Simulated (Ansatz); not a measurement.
Program: Ansatz. Geometries: PBE0-D4/def2-TZVP. ΔE: electronic, gas phase. CCSD(T)/CBS adds triple-zeta CCSD(T) − MP2 to the extrapolated MP2 energy (def2 sets, frozen cores). This one scheme is used for every species. DFT in def2-TZVPP. Elements past krypton have def2 core potentials. For Br, Sn outer-core shells are correlated without core-valence functions, which leaves a few kJ/mol of doubt a bond. Scalar relativity is left out up to krypton.

`[F][Sn]([F])([Cl])[Br]` + H–F → `[F][Sn]([F])([F])[Br]` + HCl  (ligand exchange at the Sn–Cl bond)

CCSD(T)/CBS gives +10.0 kcal/mol.

(1) Another level gave +6.4 kcal/mol. Which?
A. BLYP-D4/def2-TZVPP
B. BLYP/def2-TZVPP
C. BHLYP-D4/def2-TZVPP
D. revPBE-D4/def2-TZVPP

Largest T1 diagnostic among the species: 0.013.

Answers

(1) B. BLYP 6.4, BHLYP-D4 10.3, BLYP-D4 8.0, revPBE-D4 9.1 kcal/mol.

The D4 term adds +1.3 kcal/mol with B3LYP and +0.7 kcal/mol with PBE0; it sums over pairs of atoms, weighted by their polarisabilities, and B3LYP, whose exchange is more repulsive, gets the larger term. From BLYP to BHLYP (50 % exact exchange), in def2-TZVPP and without D4, ΔE moves by +2.4 kcal/mol.

B3LYP here is the variant with VWN-RPA as its local correlation; programs differ in this.
